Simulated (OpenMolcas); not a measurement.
**F+: effect of the active space**

```
Program             : OpenMolcas
Method              : CASSCF or its RAS form
Basis               : ANO-RCC-VTZP
Scalar Hamiltonian  : DKH2, point nucleus
Spin-orbit coupling : RASSI with atomic mean-field integrals over the reference wave functions, term energies averaged over their components
```

A. 4 electrons in 3 orbitals (2p); 2S+1 = 3 even, 3 roots; 2S+1 = 1 even, 6 roots; cost about 1.6 core-seconds
B. 6 electrons in 4 orbitals (2s 2p); 2S+1 = 3 even, 3 roots; 2S+1 = 1 even, 6 roots; 2S+1 = 3 odd, 3 roots; 2S+1 = 1 odd, 3 roots; cost of the order of 6 core-seconds
C. 6 electrons in 8 orbitals (2s 2p 3s 3p); 2S+1 = 3 even, 3 roots; 2S+1 = 1 even, 6 roots; 2S+1 = 3 odd, 3 roots; 2S+1 = 1 odd, 3 roots; cost roughly 24 core-seconds
D. 6 electrons in 9 orbitals (RAS2 2s 2p; RAS3 3d, at most 2 electrons); 2S+1 = 3 even, 3 roots; 2S+1 = 1 even, 6 roots; 2S+1 = 3 odd, 3 roots; 2S+1 = 1 odd, 3 roots; cost about 16 core-seconds

Energies in cm⁻¹ above 2s² 2p⁴ ³P₂, the measured ground level; measured values from NIST Handbook of Basic Atomic Spectroscopic Data.

```json
{"Level": "2s² 2p⁴ ³P₂", "A": "0.0", "B": "0.0", "C": "0.0", "D": "0.0", "Measured": "0.0"}
{"Level": "2s² 2p⁴ ³P₁", "A": "323", "B": "323", "C": "307", "D": "322", "Measured": "341"}
{"Level": "2s² 2p⁴ ³P₀", "A": "480", "B": "479", "C": "455", "D": "477", "Measured": "490"}
{"Level": "2s² 2p⁴ ¹D₂", "A": "22727", "B": "22726", "C": "22878", "D": "22136", "Measured": "20873"}
{"Level": "2s² 2p⁴ ¹S₀", "A": "56364", "B": "42239", "C": "41073", "D": "46967", "Measured": "44918"}
```

Deviations, from unrounded energies. A percentage is the sum of absolute deviations over the sum of measured energies, with the sign that they share, or ± where signs differ.

```json
{"Against measurement": "mean absolute deviation (cm-1)", "Levels": "4", "A": "3300", "B": "1100", "C": "1500", "D": "840"}
{"Against measurement": "fine structure of the ground term (%)", "Levels": "2", "A": "-3.4", "B": "-3.5", "C": "-8.3", "D": "-3.9"}
{"Against measurement": "other terms of the ground configuration (%)", "Levels": "2", "A": "+20.2", "B": "±6.9", "C": "±8.9", "D": "+5.0"}
```

D lies closest to measurement on these levels and A furthest from it. The largest miss of D in the table is 2s² 2p⁴ ¹S₀, by +2000 cm-1. The ranking rests on the paired levels alone, and a cruder setting can come out closer through cancelling errors.

Among A to D the level of the table that moves most is 2s² 2p⁴ ¹S₀, by 15000 cm-1 (lowest in C, highest in A).

Without dynamic correlation excited terms often stand tens of per cent too high (terms of higher spin than the ground term too low), and those without a measured partner can miss by more than the paired ones. With the s shell closed, the reference lacks s² → p² mixing (holds for A). Active for correlation alone: 3p 3s; no level in the range computed is led by a configuration that fills them, so any true level of that kind is missing (holds for C). Active for correlation alone: 3d; no level in the range computed is led by a configuration that fills it, so any true level of that kind is missing (holds for D). Measured partners are found by configuration, term and J. A level has none where our copy of the source lacks it or the pairing is in doubt (some pairs that miss far off the trend of their configuration count as doubtful), and it then counts in no deviation. Only configurations of the active space appear. Levels that lie high or do not pair safely by name in every column are left out.
